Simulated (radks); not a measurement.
Br I, configuration [Ar] 3d10 4s2 4p5.

All-electron calculation, scalar-relativistic Kohn-Sham, r2SCAN, spin-polarised, spherical densities, finite nucleus; open shells are filled with parallel spins first; meta-GGA in the generalised Kohn-Sham scheme; Fermi nuclear charge, rms radius 4.1629 fm; hard spherical wall at 12 bohr. Program: a radial shooting solver on a logarithmic mesh with Libxc functionals.

Energy parts (hartree):
total: -2606.84520
kinetic: 2663.30572
electron-nucleus: -6285.80260
Hartree: 1108.14400
exchange-correlation: -92.49232

Orbitals (lengths in bohr, moments of r in powers of bohr):
| orbital | occ. | eigenvalue (hartree) | <r^2> |
|---|---|---|---|
| 1s up | 1 | -490.7031 | 0.002462 |
| 1s down | 1 | -490.6996 | 0.002462 |
| 2s up | 1 | -64.20227 | 0.04229 |
| 2s down | 1 | -64.20166 | 0.04229 |
| 2p up | 3 | -56.54710 | 0.03350 |
| 2p down | 3 | -56.54457 | 0.03350 |
| 3s up | 1 | -8.97558 | 0.3482 |
| 3s down | 1 | -8.97264 | 0.3481 |
| 3p up | 3 | -6.52878 | 0.3717 |
| 3p down | 3 | -6.52524 | 0.3715 |
| 3d up | 5 | -2.49991 | 0.4329 |
| 3d down | 5 | -2.49498 | 0.4310 |
| 4s up | 1 | -0.78560 | 3.256 |
| 4s down | 1 | -0.74769 | 3.282 |
| 4p up | 3 | -0.31642 | 5.070 |
| 4p down | 2 | -0.28177 | 5.235 |
| 5s up | 0 | 0.01510 | 40.06 |
| 5s down | 0 | 0.01696 | 41.43 |
| 5p down | 0 | 0.06163 | 54.42 |
| 5p up | 0 | 0.06179 | 54.29 |
| 4d up | 0 | 0.09068 | 50.00 |
| 4d down | 0 | 0.09184 | 51.91 |

The highest occupied level is 4p down at -7.667 eV. Spin moment in Bohr magnetons: 1.
